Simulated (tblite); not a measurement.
Species: C5H12N2.
Atom-mapped SMILES: `[CH3:1][C@H:2]1[CH2:3][CH2:4][CH2:5][NH:6][NH:7]1` (hydrogens: H8, H9, H10 on C1; H11 on C2; H12, H13 on C3; H14, H15 on C4; H16, H17 on C5; H18 on N6; H19 on N7)

Geometry (GFN2-xTB, Å), atoms numbered from 1 in this order:
```
atom  x, y, z in Å
C1     2.3184   -0.1677    0.1536
C2     0.8818    0.2187   -0.1698
C3     0.0311   -1.0086   -0.5178
C4    -1.4255   -0.5997   -0.7360
C5    -1.9038    0.2041    0.4780
N6    -1.0328    1.3332    0.7524
N7     0.2731    0.8442    0.9989
H8     2.3352   -0.8229    1.0205
H9     2.7702   -0.6831   -0.6901
H10    2.9107    0.7171    0.3774
H11    0.8773    0.9083   -1.0411
H12    0.4299   -1.4954   -1.4098
H13    0.0859   -1.7097    0.3165
H14   -1.5028    0.0218   -1.6338
H15   -2.0518   -1.4811   -0.8800
H16   -2.9152    0.5869    0.3263
H17   -1.8907   -0.4260    1.3699
H18   -1.0418    1.9567   -0.0676
H19    0.8409    1.6126    1.3449
```

Calculated harmonic vibrations of the isolated species, GFN2-xTB (tblite), most abundant isotopes, no scaling. Errors from tens to a few hundred cm⁻¹ against measured bands are possible. One conformer, not necessarily the lowest.

Harmonic wavenumbers (cm⁻¹): 149.9, 195.9, 254.1, 303.1, 355.9, 420.6, 452.5, 477.1, 582.3, 800.6, 847.8, 879.3, 923.8, 936.3, 944.3, 979.0, 1010.2, 1026.1, 1085.4, 1119.5, 1125.6, 1162.1, 1173.7, 1185.0, 1209.5, 1248.7, 1296.5, 1306.6, 1324.9, 1334.6, 1340.2, 1382.8, 1406.7, 1420.4, 1459.9, 1473.5, 1490.1, 1492.0, 1497.5, 2734.8, 2947.1, 2974.1, 2975.4, 2984.5, 2987.4, 2995.2, 3026.5, 3038.8, 3048.3, 3119.2, 3345.9.

A = 4514, B = 2339, C = 1698 MHz; mass 100.100 u (most abundant isotopes); point group C1, symmetry number 1.

Problem. Zero-point energy?

Solution. Half the sum of the wavenumbers: 37626 cm⁻¹ = 107.58 kcal/mol.

Problem. Entropy at 200 K, 1 bar (ideal gas, RRHO, classical rotation)?

Solution. Translation 37.76, rotation 26.10, vibration 7.25: S = 71.1 cal/(mol K).

Problem. And Cp and H(200 K) − H(0)?

Solution. Cp = 20.16 cal/(mol K), of which vibrations give 12.21 (their classical limit is 51 R = 101.3); H(200 K) − H(0) = 2.55 kcal/mol without the zero-point energy, 0.96 from vibrations.

Problem. Blend soft modes into free rotors: weight 1/[1 + (100 cm⁻¹/ν̃)⁴] for the oscillator and the rest for a rotor with moment μB/(μ + B), μ = h/(8π²ν), B = 10⁻⁴⁴ kg m². What vibrational entropy results?

Solution. 7.32 cal/(mol K) in place of 7.25, which changes −T·S at 200 K by -0.01 kcal/mol.

Problem. Which modes carry the vibrational entropy at 200 K?

Solution. 149.9 cm⁻¹: 1.93; 195.9 cm⁻¹: 1.46; 254.1 cm⁻¹: 1.04; 303.1 cm⁻¹: 0.79; 355.9 cm⁻¹: 0.59; 420.6 cm⁻¹: 0.41 cal/(mol K); the other 45 give 1.03 together.

Hindered rotation and anharmonicity are outside this model. Other conformers, if any are populated, would add a mixing term that is left out. The structure is chiral; the term R ln 2 for an equal mix with its mirror image is left out.

On an Intel Xeon Platinum 8375C at 2.90 GHz with one thread, shared host with 64 logical CPUs at a one-minute load of 13, this took 0.55 s wall. The figure is for the frequency step alone.
